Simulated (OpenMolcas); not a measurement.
## Ta4+: moving or changing the point charges

Ta4+ among 6 point charges of -1.7 e arranged as a trigonal antiprism (D3d), 1.93 Å from the ion, with a polar angle of 49.3° against the regular 54.74°.

```json
{
  "Program": "OpenMolcas",
  "Method": "CASSCF",
  "Basis": "ANO-RCC-VDZP [7s6p4d2f1g]",
  "Scalar Hamiltonian": "DKH2, point nucleus",
  "Active space": "1 electron in 5 orbitals (5d)",
  "State averaging": "2S+1 = 2 even, 5 roots",
  "Spin-orbit coupling": "state interaction with AMFI integrals over the reference wave functions"
}
```

Runs around this geometry, states (labels of D3, the rotations of D3d). Energies in cm-1 above the lowest state or level, χT in cm3 K/mol.

```tsv
R (Å)	q (e)	Ground state	First state of that spin	First gap with spin-orbit (degeneracies)	χT at 300 K
1.93	-0.85	2E	2A1 3733	3440 (2, 2)	0.114
1.93	-1.7	2E	2A1 5213	3672 (2, 2)	0.086
2.05	-1.7	2E	2A1 5452	3967 (2, 2)	0.095
```

Scaling the charges by -0.85 / -1.7 = 0.50 scales the first state of the same spin by 3733 / 5213 = 0.72; with fixed orbitals a first-order splitting would follow the charge.

An orbital doublet at a regular site is open to a Jahn-Teller distortion, which this geometry leaves out. Point charges carry no covalency, so the field is a model and not that of real ligands. No measured value stands beside these numbers.
